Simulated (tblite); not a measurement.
Species: C5H9AlF2S.
Atom-mapped SMILES: `[CH3:1][CH2:2][S:3]/[C:4]([CH3:5])=[CH:6]/[Al:7]([F:8])[F:9]` (hydrogens: H10, H11, H12 on C1; H13, H14 on C2; H15, H16, H17 on C5; H18 on C6)

Computed with GFN2-xTB (tblite), gas phase: L-BFGS steps from a force-field or distance-geometry start until the largest atomic force falls under 0.01 eV/Å.

The end geometry, which sets the zero of energy:
```
atom  x, y, z in Å
C1     -2.6418    0.2543   -0.0862
C2     -1.8847    0.6481   -1.3409
S3     -0.6812   -0.6258   -1.8523
C4      0.6971   -0.4485   -0.7621
C5      1.7150   -1.5125   -1.0117
C6      0.8397    0.5053    0.1643
Al7     2.3571    0.7114    1.3683
F8      2.3010    1.9661    2.4415
F9      3.7305   -0.2018    1.4891
H10    -3.3571    1.0324    0.1728
H11    -3.1822   -0.6750   -0.2507
H12    -1.9644    0.1130    0.7534
H13    -2.5607    0.7269   -2.1926
H14    -1.3533    1.5929   -1.2290
H15     2.5475   -1.3951   -0.3206
H16     1.2707   -2.4984   -0.8822
H17     2.0833   -1.4497   -2.0350
H18     0.0747    1.2628    0.2973
```

Task: These geometries come from the run, each turned onto the end geometry. Order them by energy, lowest first.
A.
```
atom  x, y, z in Å
C1     -2.5890    0.3484   -0.0013
C2     -1.8884    0.6378   -1.3219
S3     -0.7234   -0.6543   -1.8663
C4      0.6884   -0.4909   -0.8143
C5      1.7209   -1.5479   -1.0731
C6      0.8564    0.4549    0.1135
Al7     2.3142    0.6699    1.3790
F8      2.0683    1.9207    2.4363
F9      3.7255   -0.1756    1.5350
H10    -3.5481    0.8768    0.0137
H11    -2.7790   -0.7256    0.0926
H12    -1.9770    0.6701    0.8492
H13    -2.6047    0.6585   -2.1419
H14    -1.3395    1.5767   -1.3111
H15     2.3741   -1.6384   -0.1988
H16     1.2563   -2.5109   -1.2863
H17     2.3273   -1.2866   -1.9453
H18     0.1088    1.2228    0.2643
```
B.
```
atom  x, y, z in Å
C1     -2.5653    0.3213   -0.0376
C2     -1.8926    0.6353   -1.3619
S3     -0.6936   -0.6501   -1.8569
C4      0.6932   -0.4858   -0.7720
C5      1.7074   -1.5495   -1.0499
C6      0.8404    0.4757    0.1451
Al7     2.3077    0.7052    1.4044
F8      2.1159    1.8840    2.5467
F9      3.7611   -0.0713    1.5074
H10    -3.3625    1.0359    0.1528
H11    -3.0051   -0.6729   -0.0683
H12    -1.8643    0.3666    0.7952
H13    -2.6226    0.6208   -2.1735
H14    -1.3854    1.6004   -1.3540
H15     2.4658   -1.5749   -0.2663
H16     1.2288   -2.5256   -1.1241
H17     2.1855   -1.3487   -2.0101
H18     0.0769    1.2398    0.2463
```
C.
```
atom  x, y, z in Å
C1     -2.6299    0.3361   -0.0517
C2     -1.9469    0.6189   -1.3871
S3     -0.6707   -0.5989   -1.8527
C4      0.6631   -0.4262   -0.7226
C5      1.7157   -1.4472   -1.0129
C6      0.7901    0.4803    0.2517
Al7     2.3957    0.5849    1.3619
F8      2.6896    1.9509    2.2426
F9      3.5968   -0.5402    1.5465
H10    -3.7079    0.3920   -0.1643
H11    -2.3835   -0.6580    0.3107
H12    -2.3356    1.0583    0.7049
H13    -2.6498    0.5146   -2.2139
H14    -1.5168    1.6186   -1.4278
H15     2.2463   -1.7146   -0.1037
H16     1.2818   -2.3419   -1.4473
H17     2.4345   -1.0432   -1.7229
H18     0.0187    1.2221    0.4120
```
D.
```
atom  x, y, z in Å
C1     -2.5878    0.2917   -0.0536
C2     -1.8933    0.6232   -1.3618
S3     -0.6889   -0.6558   -1.8620
C4      0.6944   -0.4523   -0.7826
C5      1.7190   -1.5134   -1.0159
C6      0.8275    0.5138    0.1324
Al7     2.3154    0.7048    1.3724
F8      2.1699    1.8627    2.5416
F9      3.7312   -0.1476    1.4333
H10    -3.2835    1.0886    0.2041
H11    -3.1427   -0.6388   -0.1453
H12    -1.8690    0.1832    0.7557
H13    -2.6067    0.6470   -2.1861
H14    -1.3717    1.5792   -1.3238
H15     2.5014   -1.4459   -0.2631
H16     1.2584   -2.4985   -0.9730
H17     2.1610   -1.4022   -2.0048
H18     0.0564    1.2665    0.2560
```
E.
```
atom  x, y, z in Å
C1     -2.6490    0.3463   -0.0624
C2     -2.0092    0.6620   -1.4063
S3     -0.6906   -0.5716   -1.8552
C4      0.6945   -0.4465   -0.7300
C5      1.7625   -1.4609   -1.0014
C6      0.8092    0.4429    0.2715
Al7     2.4417    0.5778    1.4440
F8      2.7551    2.0114    2.2243
F9      3.5998   -0.6167    1.4905
H10    -3.7248    0.3577   -0.1581
H11    -2.3558   -0.6430    0.2682
H12    -2.3712    1.0819    0.6787
H13    -2.7571    0.5412   -2.1941
H14    -1.6119    1.6755   -1.4799
H15     2.2640   -1.6976   -0.0640
H16     1.3354   -2.3645   -1.4203
H17     2.4932   -1.0449   -1.6945
H18     0.0054    1.1555    0.4123
```

Result: D (0.006 eV), B (0.025 eV), A (0.075 eV), C (0.142 eV), E (0.274 eV).

In the order of the answer:

```
step  E above end (eV)  largest force (eV/Å)  rms force component (eV/Å)  rms distance from end (Å)  rms bond change (Å)  bond most changed (Å)
  81             0.006                  0.04                       0.012                      0.088                0.001          C6–Al7 -0.002
  65             0.025                  0.11                       0.034                      0.148                0.001          Al7–F9 -0.003
  49             0.075                  0.34                       0.097                      0.255                0.005          C1–H12 +0.008
  16             0.142                  0.11                       0.041                      0.478                0.004           S3–C4 -0.010
   3             0.274                  0.84                       0.193                      0.502                0.020          C6–Al7 +0.066
```

What follows is the cost of the whole relaxation. The run took 1.7 s of wall time on one thread, Arm Neoverse N1 (aarch64), shared host.
